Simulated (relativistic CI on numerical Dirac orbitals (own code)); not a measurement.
## Ir⁴⁺ (5d5) in a crystal field

Calculated by Dirac-Coulomb-Breit CI, orbitals from a KLI potential per configuration, model QED (radiative potential, 1s self-energy scaled to tabulated hydrogen-like ionisation energies), valence Slater integrals scaled by 0.8, one configuration in a parametric crystal field (own radial code).

Field parameters in Wybourne normalisation: D3d B²₀ = −7Dσ, B⁴₀ = −14Dq − 21Dτ, B⁴₃ = −14√(10/7) Dq. The field is a parameter set, without covalency.

S is read from ⟨S²⟩ = S(S + 1).

Levels (cm⁻¹, degeneracy): 0 (2), 7679 (2), 9869 (2), 24495 (2), 24727 (2), 27211 (2), 28208 (2), 29845 (2), 30802 (2), 33750 (2), 34394 (2), 34541 (2).

(1) Which field gives this pattern?
A. D3d, 10Dq = 34850, Dσ = 110, Dτ = 390 cm⁻¹
B. D3d, 10Dq = 34850, Dσ = 980, Dτ = 390 cm⁻¹
C. D3d, 10Dq = 34850, Dσ = -110, Dτ = 390 cm⁻¹
D. D3d, 10Dq = 34850, Dσ = -330, Dτ = 390 cm⁻¹

Answers

(1) A. D3d, 10Dq = 34850, Dσ = 110, Dτ = 390 cm⁻¹, ground level with S = 0.62.
